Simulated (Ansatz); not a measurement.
```yaml
crystal:
  periodic: [false, false, false]
  atoms:
    - {symbol: N, position_ang: [0.908161, -0.826844, 0.972412]}
    - {symbol: C, position_ang: [0.531311, -0.487619, 0.377968]}
    - {symbol: Ge, position_ang: [-0.000143, 0.277188, -0.528860]}
    - {symbol: Cl, position_ang: [-1.210611, -0.156113, -0.710819]}
    - {symbol: H, position_ang: [0.008003, 1.119106, -0.173723]}
basis:
  gaussian: {orbitals: aug-cc-pVDZ}
magnetization: {spin_polarized: true, initial_magnetization: 1}
hamiltonian: {xc: {name: PBEsol}}
output: {forces: true}
```

```sh
$ ansatz run in.yaml --threads 4 --pin off --events-out ev --progress --plain --max-ram 10444MiB
```

Shortened log:

```
Functional definition: PBEsol
1278 factors; their error is unknown
mean field evaluation 1: about -71399.1799 eV, gradient 7.3e1 eV
mean field evaluation 2: about -71080.9067 eV, gradient 1.9e2 eV
mean field evaluation 4: about -71422.0838 eV, gradient 2.4e1 eV
mean field evaluation 8: about -71424.3090 eV, gradient 1.1e-1 eV
mean field evaluation 16: about -71424.2689 eV, gradient 1.7e-4 eV
mean field -71424.26889788 eV, -2624.7934688889 hartree, gradient 2.9e-5 eV, S^2 0.751246; 0 other end points of the search recorded, 0 dependent functions left out
reference -71424.26898188 eV, -2624.7934719757 hartree; 32, 31 occupied and 86, 87 virtual orbitals, 1278 factors
Total energy: -71424.26898188 eV, -2624.7934719757 hartree
Atom 0 at     0.908161    -0.826844     0.972412 Å, force    83.729959   -77.346683   134.235680 eV/Å
Atom 1 at     0.531311    -0.487619     0.377968 Å, force   -56.837726    45.722665   -95.816655 eV/Å
Atom 2 at    -0.000143     0.277188    -0.528860 Å, force    95.412877    24.723719   -36.172329 eV/Å
Atom 3 at    -1.210611    -0.156113    -0.710819 Å, force  -124.516515   -43.281045   -21.840627 eV/Å
Atom 4 at     0.008003     1.119106    -0.173723 Å, force     2.211405    50.181344    19.593931 eV/Å
Dipole moment:    -0.334326     0.200598    -0.234619 e Å
```

Task: What is wrong with this run?

Result: The geometry is squeezed to about two thirds of its size. The run converged. The result belongs to that input, not to the molecule as meant.
